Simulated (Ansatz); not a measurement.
The first iterations of a band of AsGeH5S2 (9 atoms, charge 0, multiplicity 1).

Computed with RKS PBE-D4/def2-SVP in Ansatz.

```yaml
movable_images: 7
climbing_image: yes
spring: 5.0 eV/Å²
optimiser: quadratic models (default)
start_path: IDPP
force_threshold: 0.05 eV/Å
iteration_limit: 60
end_points: relaxed
```

First end point:

```xyz
9
Properties=species:S:1:pos:R:3
Ge -0.538 1.374 -1.325
S 0.671 1.495 0.583
S 1.511 -0.438 0.523
As -0.144 -1.640 1.569
H -1.536 0.196 -1.189
H -1.288 2.727 -1.457
H 0.417 1.145 -2.523
H 0.336 -2.971 0.944
H 0.658 -1.935 2.859
```

Last end point:

```xyz
9
Properties=species:S:1:pos:R:3
Ge -0.401 1.052 -1.322
S 0.769 1.316 0.594
S 1.823 -0.508 0.550
As 0.530 -2.052 1.639
H -1.242 -0.246 -1.212
H -1.323 2.295 -1.440
H 0.580 0.966 -2.517
H -0.779 -1.740 0.883
H 0.131 -1.129 2.808
```

| iteration | highest image above the first end (eV) | largest band force component (eV/Å) |
| --- | --- | --- |
| 1 | 1.801 | 1.328 |
| 2 | 1.533 | 0.950 |
| 3 | 1.509 | 0.751 |

Problem. Does the band converge within its limit, and where does its top end?

Solution. The forces met the threshold. It ended after 10 iterations with the highest image 1.562 eV above the first end. A vibrational analysis at the climbing image gives one clearly imaginary mode, 816i cm⁻¹: a first-order saddle point.

The run took 2.6 min on 2 threads of Arm Neoverse V2, on a shared host, peak memory 0.19 GiB.
